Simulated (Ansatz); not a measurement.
Level of theory: frozen-core CCSD(T)/cc-pVTZ // PBE-D3(BJ)/def2-TZVP (Ansatz, an electronic-structure program).

Ansatz 0.2 input:
```yaml
crystal:
  periodic: [false, false, false]
  atoms:
    - { symbol: C, position_ang: [2.910886, 0.280988, 0.699959] }
    - { symbol: C, position_ang: [2.122493, -0.128564, -0.133166] }
    - { symbol: Si, position_ang: [0.865373, -0.736073, -1.312782] }
    - { symbol: Si, position_ang: [-1.179109, -0.907333, -0.169838] }
    - { symbol: Si, position_ang: [-1.682134, 1.140889, 0.854316] }
    - { symbol: H, position_ang: [3.612623, 0.642642, 1.425615] }
    - { symbol: H, position_ang: [0.742863, 0.243569, -2.436376] }
    - { symbol: H, position_ang: [1.310382, -2.050816, -1.869644] }
    - { symbol: H, position_ang: [-2.258497, -1.279984, -1.142196] }
    - { symbol: H, position_ang: [-1.080597, -1.990262, 0.860942] }
    - { symbol: H, position_ang: [-1.740007, 2.21851, -0.182455] }
    - { symbol: H, position_ang: [-3.003521, 1.080792, 1.555987] }
    - { symbol: H, position_ang: [-0.620752, 1.485645, 1.849636] }
basis:
  gaussian: { orbitals: cc-pVTZ }
correlation:
  method: ccsd_t
```

Output:

```
Functional definition: HF
1564 factors; integrals over basis functions are off by at most 8.5e-4 eV
mean field evaluation 1: about -25770.8569 eV, gradient 2.8e1 eV
mean field evaluation 2: about -25771.2572 eV, gradient 2.8e1 eV
mean field evaluation 4: about -25774.4444 eV, gradient 3.5e0 eV
mean field evaluation 8: about -25774.5017 eV, gradient 3.0e-1 eV
mean field evaluation 16: about -25770.8563 eV, gradient 2.8e1 eV
mean field -25774.50197131 eV, -947.1954768609 hartree, gradient 6.1e-6 eV, S^2 0.000000; 0 other end points of the search recorded, 0 dependent functions left out
17 core orbitals not correlated
reference -25774.50197131 eV, -947.1954768609 hartree; 14, 14 occupied and 243, 243 virtual orbitals, 1564 factors
second order -18.44164211 eV of doubles, -0.00000000 eV of singles
cycle   1  -19.48088312 eV  change    -1.0e0 eV  update   1.2e-1
cycle   2  -20.18626950 eV  change   -7.1e-1 eV  update   3.8e-2
cycle   3  -20.30185961 eV  change   -1.2e-1 eV  update   1.6e-2
cycle   4  -20.30135538 eV  change    5.0e-4 eV  update   4.6e-3
cycle   5  -20.30191250 eV  change   -5.6e-4 eV  update   1.4e-3
cycle   6  -20.30177785 eV  change    1.3e-4 eV  update   4.2e-4
cycle   7  -20.30189511 eV  change   -1.2e-4 eV  update   1.2e-4
cycle   8  -20.30198507 eV  change   -9.0e-5 eV  update   3.7e-5
cycle   9  -20.30199587 eV  change   -1.1e-5 eV  update   1.2e-5
perturbative correction -0.92007096 eV, -0.0338119840 hartree
Total energy: -25795.72403814 eV, -947.9753734319 hartree
```

Cost: roughly 7 core-minutes.
